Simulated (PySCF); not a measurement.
Compound: C6H11BO3.
Atom-mapped SMILES: `[CH3:1][CH:2]([CH3:3])[O:4][C:5]1=[O+:6][BH2-:7][O:8][CH:9]=[CH:10]1` (hydrogens: H11, H12, H13 on C1; H14 on C2; H15, H16, H17 on C3; H18, H19 on B7; H20 on C9; H21 on C10)

Structure used (PBE0-D3(BJ)/def2-SVP), in Å, numbered top down from 1:
```xyz
21
C6H11BO3 angstrom
C     -2.713    0.855   -0.505
C     -1.524   -0.071   -0.403
C     -1.849   -1.432    0.175
O     -0.573    0.600    0.463
C      0.704    0.359    0.330
O      1.088   -0.493   -0.524
B      2.596   -0.569   -0.881
O      3.354   -0.334    0.405
C      2.887    0.516    1.240
C      1.602    1.014    1.207
H     -3.475    0.414   -1.163
H     -2.417    1.828   -0.921
H     -3.163    1.021    0.486
H     -1.042   -0.191   -1.385
H     -2.585   -1.943   -0.465
H     -0.950   -2.061    0.226
H     -2.277   -1.332    1.184
H      2.823   -1.685   -1.294
H      2.831    0.358   -1.646
H      3.578    0.813    2.043
H      1.232    1.723    1.944
```

All values: PBE0/pcSseg-1 (PySCF, non-relativistic), on one gas-phase PBE0-D3(BJ)/def2-SVP geometry that isn't relaxed in the solvent. The solvent is an IEF-PCM continuum (cavity from Bondi-type radii × 1.2). Specific hydrogen bonds and non-electrostatic terms are outside this model.

Gas phase at PBE0/pcSseg-1: HOMO -6.90 eV, LUMO -1.53 eV, dipole 4.58 D.

Question: What does the continuum do to the energy, the frontier levels and the dipole at PBE0/pcSseg-1 in chloroform and acetone?

Answer: 
```
   solvent      ε  E(solvent) − E(gas) (kcal/mol)  polarisation term (kcal/mol)  distortion of the solute (kcal/mol)  HOMO (eV)  LUMO (eV)  dipole (D)
chloroform  4.711                           -4.91                         -5.48                                 0.57      -7.06      -1.53        5.37
   acetone  20.49                           -6.46                         -7.47                                 1.01      -7.10      -1.54        5.62
```

The first energy column is the sum of the next two and covers electrostatics alone. From chloroform to acetone the lowering changes by a factor 1.32, Onsager's factor (ε − 1)/(2ε + 1) by 1.30 and ε itself by 4.3.

Question: Which radius a makes the point-dipole formula ΔE = −[(ε − 1)/(2ε + 1)]·μ²/a³ give the value in acetone, with the gas-phase dipole?

Answer: μ = 1.802 au and |ΔE| = 0.01030 Eh give a = 2.79 Å; the farthest nucleus lies 4.19 Å from the centroid of the nuclei, so such a sphere wouldn't even hold the nuclei. The formula assumes a rigid point dipole at the centre of a sphere.

Question: Give the dipole vector in the frame of the coordinates (D, pointing from negative to positive charge), gas and acetone.

Answer: Gas (-3.90, 1.22, 2.08), solvent (-4.68, 1.61, 2.66). Its length changes by +23 % and its direction by 2°.

Question: Which Hirshfeld charges (PBE0/pcSseg-1) respond most in acetone (means over atoms taken as equivalent)?

Answer: 
```
   atoms                    environment  gas (e)  solvent (e)  change
      O8             boron-bound oxygen   -0.127       -0.146  -0.019
     H20               vinylic hydrogen   +0.069       +0.083  +0.014
     H21               vinylic hydrogen   +0.053       +0.064  +0.011
 H18/H19                   B–H hydrogen   -0.103       -0.114  -0.011
      B7          four-coordinate boron   +0.046       +0.037  -0.009
      O6       oxygen bonded to B and C   -0.112       -0.119  -0.007
     C10               alkene CH carbon   -0.132       -0.127  +0.005
      C5     carbon bonded to C and 2 O   +0.223       +0.226  +0.003
      C9  vinylic carbon bearing oxygen   +0.105       +0.108  +0.003
H11 (×6)                methyl hydrogen   +0.047       +0.050  +0.003
      C2     sp3 carbon bound to oxygen   +0.060       +0.062  +0.002
     H14               methine hydrogen   +0.043       +0.045  +0.002
```
